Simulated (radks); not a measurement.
Q: The table gives one normalised radial function P(r) = r R(r) (large component) of Bi2+ in [Hg] 6p1 (r in bohr). All-electron calculation, Dirac Kohn-Sham, PBE, spin-unpolarised, spherical densities, point nucleus; open shells fill j = l - 1/2 first. Program: a radial shooting solver on a logarithmic mesh with Libxc functionals.

r,P
0.0008201,0.0013
0.0009547,0.0017
0.001111,0.0022
0.001294,0.0029
0.001506,0.0039
0.001754,0.0051
0.002041,0.0068
0.002377,0.0090
0.002767,0.0118
0.003221,0.0154
0.00375,0.0201
0.004365,0.0262
0.005082,0.0339
0.005916,0.0438
0.006887,0.0561
0.008018,0.0713
0.009334,0.0900
0.01087,0.1124
0.01265,0.1387
0.01473,0.1688
0.01714,0.2021
0.01996,0.2371
0.02324,0.2712
0.02705,0.3007
0.03149,0.3204
0.03666,0.3237
0.04268,0.3033
0.04968,0.2524
0.05784,0.1665
0.06733,0.0466
0.07839,-0.0988
0.09126,-0.2505
0.1062,-0.3794
0.1237,-0.4498
0.144,-0.4283
0.1676,-0.2963
0.1951,-0.0634
0.2272,0.2248
0.2645,0.4917
0.3079,0.6488
0.3584,0.6262
0.4172,0.4022
0.4857,0.0170
0.5655,-0.4376
0.6583,-0.8485
0.7664,-1.1200
0.8922,-1.2033
1.039,-1.1091
1.209,-0.8955
1.408,-0.6388
1.639,-0.4029
1.908,-0.2236
2.221,-0.1080
2.586,-0.0447
3.01,-0.0155
3.504,-0.0044
4.079,-0.0010
4.749,-0.0002
5.529,0.0000
6.436,0.0000
7.493,0.0000
8.723,0.0000

Which n and l does it have? It may be an empty orbital.

A: n = 5, l = 1: the number of nodes gives n - l - 1 = 3, the rise at small r points to l (this Dirac orbital starts as r^gamma with gamma = sqrt((l + 1)^2 - (Z/c)^2) = 1.91; the j = 3/2 orbital of l + 1 starts with the same power, but with a smaller coefficient, and then steepens), and the extent must fit the shell. The curve is that of 5p3/2; the two j differ most near the nucleus, where j = l - 1/2 has the larger amplitude, and in heavy atoms j = l - 1/2 is also the more compact. 5p3/2: eigenvalue -106.26 eV, 3 radial nodes at r = 0.0708, 0.202, 0.489 bohr, <r> = 0.975 bohr, 90 % of the charge inside 1.40 bohr.
